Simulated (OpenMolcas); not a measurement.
## Fe2+: from RASSCF to RASPT2

```json
{"Program": "OpenMolcas", "Basis": "ANO-RCC-VTZP [6s5p3d2f1g]", "Scalar Hamiltonian": "DKH2, point nucleus", "Active space": "12 electrons in 8 orbitals (RAS1 3p, at most 2 holes; RAS2 3d)", "State averaging": "2S+1 = 5 even, 5 roots; 2S+1 = 3 even, 45 roots; 2S+1 = 1 even, 44 roots", "Spin-orbit coupling": "state interaction with AMFI integrals over the reference wave functions, term energies averaged over their components"}
```

Methods on the same reference wave functions:
A. RASSCF
B. SS-RASPT2, IPEA 0.25 Eh, imaginary shift 0.1 Eh (closed shells correlated: 3s)
C. MS-RASPT2, IPEA 0.25 Eh, imaginary shift 0.1 Eh (closed shells correlated: 3s)

Energies in cm-1 above 3d6 5D4, the measured ground level; measured values from Corliss and Sugar, J. Phys. Chem. Ref. Data 11, 135 (1982).

```
     Level      A      B      C  Measured
   3d6 5D4    0.0    0.0    0.0       0.0
   3d6 5D3    439    441    441       436
   3d6 5D2    749    750    750       739
   3d6 5D1    948    948    949       932
   3d6 5D0   1046   1046   1046      1027
3d6 3P2(1)  21358  19820  19770     19405
3d6 3P1(1)  22659  21120  21060     20688
3d6 3P0(1)  23196  21670  21610     21208
   3d6 3H6  24167  20070  20070     20051
3d6 3F4(1)  24286  21760  21760          
   3d6 3H5  24384  20300  20300     20301
3d6 3F3(1)  24597  22010  21990     21700
   3d6 3H4  24605  20460  20460          
3d6 3F2(1)  24764  22200  22150     21857
   3d6 3G5  28668  24840  24840     24559
   3d6 3G4  29026  25230  25220     24941
   3d6 3G3  29211  25410  25400     25142
3d6 1G4(1)  34075  31520  31490     30886
   3d6 3D1  34953  31380  31380          
   3d6 3D2  34979  31400  31400          
   3d6 3D3  35114  31530  31530     30858
   3d6 1S0  36241  35530  35530     34812
   3d6 1I6  36278  30540  30540     30356
   3d6 1D2  41454  37350  37350     35804
```

Deviations, from unrounded energies. A percentage is the sum of absolute deviations over the sum of measured energies, with the sign that they share, or ± where signs differ.

```json
{"Against measurement": "mean absolute deviation (cm-1)", "Levels": "19", "A": "2800", "B": "350", "C": "330"}
{"Against measurement": "fine structure of the ground term (%)", "Levels": "4", "A": "+1.5", "B": "+1.6", "C": "+1.6"}
{"Against measurement": "other terms of the ground configuration (%)", "Levels": "15", "A": "+13.8", "B": "±1.7", "C": "±1.6"}
```

B, C lie about equally close to measurement and A furthest from it. The largest miss of C in the table is 3d6 1D2, by +1500 cm-1. The ranking rests on the paired levels alone, and a cruder setting can come out closer through cancelling errors.

Between B and C the level of the table that moves most is 3d6 3P0(1), by 62 cm-1 (lowest in C, highest in B). Moves below CASPT2's spread within the term are not significant.

The mean deviations of B to C differ by less than CASPT2's widest spread within a term (1600 cm-1), so their order carries little weight.

From A to B the spin-free energies of the other terms of 3d6 shown, above 5D, scale by factors of 0.83 to 0.98.

The lowest spin-free term lies below A's lowest term by 0.437 hartree in B, 0.437 hartree in C.

CASPT2 breaks the degeneracy within a term, and the mean is taken; among the terms shown or strongly mixed into the levels shown the widest spread is 1600 cm-1 (3d6 1I, C). Active for correlation alone: 3p; no level in the range computed is led by a configuration that opens it, so any true level of that kind is missing. The CASPT2 spread within a term exceeds the gap to the next term for 3d6 1G(1) and 3d6 3D, so the order of their levels is uncertain (figures for B; the like holds for C). Without dynamic correlation excited terms often stand tens of per cent too high (terms of higher spin than the ground term too low), and those without a measured partner can miss by more than the paired ones (holds for A). Computed and measured levels are paired by configuration, term and J; levels that our copy of the source lacks, or whose pairing is in doubt (as where it misses far off the trend of its configuration), stay unpaired and out of the deviations. Only configurations of the active space appear. Levels that lie high or do not pair safely by name in every column are left out.

A number in round brackets counts repeated terms of one configuration in the order of the reference energies.
